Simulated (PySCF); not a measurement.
Isomers of C2H5FOSi, mass 92.009 u with the commonest isotopes. The calculation used PySCF 2.14.0, PBE0-D3(BJ)/def2-SVP geometry optimisation, gas phase. One conformer each, none proved a minimum here; rigid rotors.

Question: Order these by radius of gyration √(Σ m r²/M), smallest first.
A. `[CH3:1][C:2](=[O:3])[SiH2:4][F:5]` with C1–C2–Si4–F5 -2°
B. `[F:1]/[CH:2]=[CH:3]/[O:4][SiH3:5]` with C2–C3–O4–Si5 -2°
C. `[CH2:1]=[CH:2][O:3][SiH2:4][F:5]` with C1–C2–O3–Si4 0°, C2–O3–Si4–F5 -179°

Answer: A (1.669 Å), C (1.725 Å), B (1.863 Å).

Question: Order these by rotational constant B, largest first.
A. `[CH3:1][C:2](=[O:3])[SiH2:4][F:5]` with C1–C2–Si4–F5 -2°
B. `[CH2:1]=[CH:2][O:3][SiH2:4][F:5]` with C1–C2–O3–Si4 0°, C2–O3–Si4–F5 -179°
C. `[F:1]/[CH:2]=[CH:3]/[O:4][SiH3:5]` with C2–C3–O4–Si5 -2°

Answer: A (2728 MHz), B (2097 MHz), C (1778 MHz).

Question: Order these by rotational constant A, largest first.
A. `[CH2:1]=[CH:2][O:3][SiH2:4][F:5]` with C1–C2–O3–Si4 0°, C2–O3–Si4–F5 -179°
B. `[CH3:1][C:2](=[O:3])[SiH2:4][F:5]` with C1–C2–Si4–F5 -2°
C. `[F:1]/[CH:2]=[CH:3]/[O:4][SiH3:5]` with C2–C3–O4–Si5 -2°

Answer: A (14122 MHz), C (13304 MHz), B (6681 MHz).

```tsv
SMILES	point group	Ia (u·Å²)	Ib (u·Å²)	Ic (u·Å²)	κ	μa (D)	μb (D)	μc (D)
CC(=O)[SiH2]F	–	75.64	185.23	251.62	-0.69	0.38	1.10	0.04
F/C=C/O[SiH3]	Cs	37.99	284.21	316.23	-0.97	1.45	0.70	0.00
C=CO[SiH2]F	Cs	35.79	241.00	270.60	-0.96	1.31	1.11	0.01
```
